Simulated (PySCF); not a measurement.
Isomers of C3H5N. All species are isolated molecules in the gas phase. One relaxed conformer stands for each flexible species; it need not be the lowest. Strings in code marks are SMILES. All members: neutral, multiplicity 1. Level: B3LYP-D3(BJ)/def2-TZVP (PySCF). B3LYP has the VWN-RPA correlation part, as in Gaussian. Delta-SCF ions had no search for a lower state.  The removal energy is E(N − 1 electrons) − E(N electrons) at the parent's geometry; ε(HOMO) is measured against the vacuum level.

```
species                          −ε(HOMO) (eV)  vertical ionisation energy (Delta-SCF) (eV)
-------------------------------  -------------  -------------------------------------------
`NC1=CC1` (H–N–C–C torsion 22°)           5.66                                         8.10
`C=C=CN` (C–C–N–H torsion 16°)            5.83                                     withheld
`CC#CN`                                   5.84                                         8.36
`C1=CNC1`                                 6.00                                         8.53
`C#CNC`                                   6.01                                         8.50
`N=C1CC1`                                 6.88                                         9.46
`C=CN=C` (C–C–N–C torsion 180°)           7.13                                         9.54
`C1=NCC1`                                 7.21                                         9.80
```

Problem. Fit vertical ionisation energy (Delta-SCF) = a + b·x to the 7 complete rows by least squares, with x = −ε(HOMO) in eV. Give a, b and the rms residual, and predict the withheld value.

Solution. Means of the 7 rows: x̄ = 6.39, ȳ = 8.8986 eV. Σ(x − x̄)² = 2.592 and Σ(x − x̄)(y − ȳ) = 2.6633, so b = 1.028 and a = ȳ − b·x̄ = 2.330 eV. The rms residual is 0.060 eV. At x = 5.83 the line gives 8.32 eV. The run for `C=C=CN` (C–C–N–H torsion 16°) gave 8.21 eV, so the line is off by 0.11 eV, within twice the rms residual.

Codes: PySCF.
